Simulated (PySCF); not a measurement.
```xyz
5
charge 0 multiplicity 5, angstrom
Fe    0.0000    0.0000   -0.0373
H     0.0000    1.4649    0.5181
H     0.0000   -1.4649    0.5181
H     1.4649    0.0000    0.5181
H    -1.4649    0.0000    0.5181
```

Level of theory: UPBE0/[Fe def2-TZVP, H def2-TZVP], no relativity, density fitting, PySCF.

This geometry of FeH₄ is a stationary point at this level.

**Question.** What is the point group?

**Answer.** C4v.

**Question.** Is it a minimum?

**Answer.** No: it has 2 imaginary modes (one degenerate set), at 463i cm⁻¹ (e).

**Question.** List the harmonic modes with their infrared intensities.

**Answer.** 
```csv
symmetry,ω (cm⁻¹),"IR (km/mol, summed over degenerate members)",type
e,463i,–,bend
b2,447,0.0,bend
a1,612,60.9,bend
b1,671,0.0,bend
e,1832,372,stretch
a1,1837,24.8,stretch
b1,1871,0.0,stretch
```

**Question.** What are the dipole moment and the gap between the highest occupied and lowest empty levels of either spin?

**Answer.** 2.32 D and 4.44 eV.

**Question.** Give the atomic charges and bond orders.

**Answer.** 
```json
{"atom": "Fe1", "Mulliken": "0.15", "Löwdin": "0.23", "polar tensor": "0.55", "spin (Mulliken)": "3.79", "Mayer order to Fe1": "–"}
{"atom": "H2,3,4,5", "Mulliken": "-0.04", "Löwdin": "-0.06", "polar tensor": "-0.14", "spin (Mulliken)": "0.05", "Mayer order to Fe1": "0.85"}
```

In C4v the vibrations span 2e + b2 + 2a1 + 2b1. The b1, b2 modes carry no infrared intensity, as symmetry demands.

Only a few start shapes were tried, so a lower isomer may exist. Open d and f shells are described by one determinant, and the ground state may have another occupation or spin. At this level a quintet minimum of C2v symmetry lies 154 kJ/mol below this structure.
